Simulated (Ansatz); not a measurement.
All numbers were calculated with Ansatz.

A structure relaxed at PBE0-D4/def2-TZVP, charge 0, multiplicity 1:

```json
{"atom": "N1", "x (Å)": "-1.210", "y (Å)": "1.014", "z (Å)": "0.866"}
{"atom": "Si2", "x (Å)": "-0.077", "y (Å)": "-0.248", "z (Å)": "0.618"}
{"atom": "C3", "x (Å)": "1.656", "y (Å)": "0.247", "z (Å)": "1.293"}
{"atom": "O4", "x (Å)": "2.577", "y (Å)": "-0.533", "z (Å)": "1.251"}
{"atom": "C5", "x (Å)": "0.106", "y (Å)": "-0.438", "z (Å)": "-1.249"}
{"atom": "O6", "x (Å)": "-1.201", "y (Å)": "-0.553", "z (Å)": "-1.795"}
{"atom": "H7", "x (Å)": "-1.914", "y (Å)": "1.123", "z (Å)": "0.150"}
{"atom": "H8", "x (Å)": "-1.595", "y (Å)": "1.206", "z (Å)": "1.777"}
{"atom": "H9", "x (Å)": "-0.399", "y (Å)": "-1.556", "z (Å)": "1.255"}
{"atom": "H10", "x (Å)": "1.830", "y (Å)": "1.277", "z (Å)": "1.694"}
{"atom": "H11", "x (Å)": "0.635", "y (Å)": "0.438", "z (Å)": "-1.651"}
{"atom": "H12", "x (Å)": "0.724", "y (Å)": "-1.320", "z (Å)": "-1.462"}
{"atom": "H13", "x (Å)": "-1.132", "y (Å)": "-0.655", "z (Å)": "-2.748"}
```

Question: Give its formula and SMILES.

Answer: C2H7NO2Si, `N[SiH](C=O)CO`.

Question: Point group (tolerance 0.08 Å, 0.16 Å for H)?

Answer: C1.

Question: Summarise the bond lengths by kind.

Answer: 1 × N–Si 1.714 Å; 2 × H–N 1.007 to 1.009 Å; 2 × C–Si 1.885 to 1.924 Å; 1 × H–Si 1.490 Å; 2 × C–O 1.208 to 1.422 Å; 3 × C–H 1.098 to 1.119 Å; 1 × H–O 0.960 Å.
